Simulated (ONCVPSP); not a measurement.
**Transferability test, ONCV potential for zirconium**

```json
{"Element": "Zr", "Generator": "ONCVPSP 4.0.1", "Type": "optimised norm-conserving Vanderbilt (ONCV)", "Functional": "Wu-Cohen", "Relativity": "scalar-relativistic", "Frozen core": "[Kr]", "Valence charge": "4", "Reference configuration": "4d2 5s2", "Partial waves": "5s: rc 3.30 bohr, ncon 4, nbas 7, qcut 1.7 1/bohr, 2 projectors, debl 1.7 Ha; p scattering state at 0.12 Ha: rc 3.10 bohr, ncon 3, nbas 7, qcut 2.8 1/bohr, 2 projectors, debl 2.1 Ha; 4d: rc 1.95 bohr, ncon 5, nbas 7, qcut 4.4 1/bohr, 1 projector", "Local potential": "polynomial inside 1.40 bohr (lpopt 2, dvloc0 2 Ha)", "Core correction": "Teter function, fcfact 5, rcfact 1.1"}
```

In the p channel the program set the typed energies aside and used 0.050, 2.150 Ha.

Energies are relative to the spin-unpolarised reference configuration 4d2 5s2; without spin polarisation the order of configurations can differ from experiment.

```json
{"valence configuration": "4d2 5s1", "charge": "+1", "ΔE all-electron (eV)": "7.183", "error AE − PS (meV)": "-15"}
{"valence configuration": "4d3 5s0", "charge": "+1", "ΔE all-electron (eV)": "7.540", "error AE − PS (meV)": "-71"}
```

(1) What are ΔE and the potential's error for 4d1 5s0?

(2) What are ΔE and the potential's error for 4d2 5s0?

Levels in the configuration 4d2 5s0:

```csv
level,all-electron (eV),pseudo (eV)
4d,-17.252,-17.242
```

Note: no bound ghost flagged; GHOST(+) flagged for s at 29.2 eV, p at 62.7 eV.

Answers

(1) ΔE = 42.632 eV all-electron; the error (AE − PS) is -83 meV.

(2) ΔE = 20.052 eV all-electron; the error (AE − PS) is -26 meV.
